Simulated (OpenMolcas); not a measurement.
# Au IV: effect of the IPEA shift

| Property | Result |
| --- | --- |
| Program | OpenMolcas 26.06 |
| Basis | ANO-RCC-VTZP [8s7p5d3f1g] |
| Scalar Hamiltonian | DKH2, point nucleus |
| Active space | 8 electrons in 5 orbitals (5d) |
| State averaging | 2S+1 = 3 even, 10 roots; 2S+1 = 1 even, 15 roots kept (CI in the orbitals of an earlier block) |
| Spin-orbit coupling | state interaction with AMFI integrals over the reference wave functions, term energies averaged over their components |

Methods on the same reference wave functions:
A. CASSCF
B. SS-CASPT2, IPEA 0 Eh, imaginary shift 0.1 Eh (closed shells correlated: 5s 5p)
C. SS-CASPT2, IPEA 0.25 Eh, imaginary shift 0.1 Eh (closed shells correlated: 5s 5p)

Energies in cm⁻¹ above 5d⁸ ³F₄, the measured ground level; measured values from Zainab et al., Astrophys. J. Suppl. Ser. 267, 12 (2023).

```json
{"Level": "5d⁸ ³F₄", "A": "0.0", "B": "0.0", "C": "0.0", "Measured": "0.0"}
{"Level": "5d⁸ ³F₃", "A": "12365", "B": "12490", "C": "12500", "Measured": "12294"}
{"Level": "5d⁸ ³P₂ [51 %]", "A": "20802", "B": "18780", "C": "19090", "Measured": ""}
{"Level": "5d⁸ ³P₀", "A": "23577", "B": "19180", "C": "19660", "Measured": "18185"}
{"Level": "5d⁸ ³P₁", "A": "26426", "B": "22500", "C": "23090", "Measured": "21490"}
{"Level": "5d⁸ ¹G₄", "A": "29613", "B": "26890", "C": "26710", "Measured": "25702"}
{"Level": "5d⁸ ¹S₀", "A": "62795", "B": "56280", "C": "56340", "Measured": "55278"}
```

Deviations, from unrounded energies. A percentage is the sum of absolute deviations over the sum of measured energies, with the sign that they share, or ± where signs differ.

| Against measurement | Levels | A | B | C |
| --- | --- | --- | --- | --- |
| mean absolute deviation (cm-1) | 5 | 4400 | 880 | 1100 |
| fine structure of the ground term (%) | 1 | +0.6 | +1.6 | +1.7 |
| other terms of the ground configuration (%) | 4 | +18.0 | +3.5 | +4.3 |

B lies closest to measurement on these levels and A furthest from it. The largest miss of B in the table is 5d⁸ ¹G₄, by +1200 cm-1. The ranking rests on the paired levels alone, and a cruder setting can come out closer through cancelling errors.

Between B and C the level of the table that moves most is 5d⁸ ³P₁, by 580 cm-1 (lowest in B, highest in C). Moves below CASPT2's spread within the term are not significant.

The mean deviations of B to C differ by less than CASPT2's widest spread within a term (1300 cm-1), so their order carries little weight.

From A to B the spin-free energies of the other terms of 5d⁸ shown, above ³F, scale by factors of 0.71 to 0.85, as is usual when dynamic correlation screens the repulsion within a d or f shell.

The lowest spin-free term lies below A's lowest term by 0.409 hartree in B, 0.403 hartree in C.

CASPT2 does not keep the components of a term degenerate, so their means are used; among the terms shown or strongly mixed into the levels shown the widest spread is 1300 cm-1 (5d⁸ ¹G, B). Terms from blocks run as CI alone lack orbitals of their own. Without dynamic correlation excited terms often stand tens of per cent too high (terms of higher spin than the ground term too low), and those without a measured partner can miss by more than the paired ones (holds for A). Measured partners are found by configuration, term and J. A level has none where our copy of the source lacks it or the pairing is in doubt (some pairs that miss far off the trend of their configuration count as doubtful), and it then counts in no deviation. Levels of configurations outside the active space are missing. The table leaves out levels that lie high or whose names do not pair safely across all columns.

A share in square brackets marks a mixed level and gives the weight of the term that names it, the lowest over the columns.
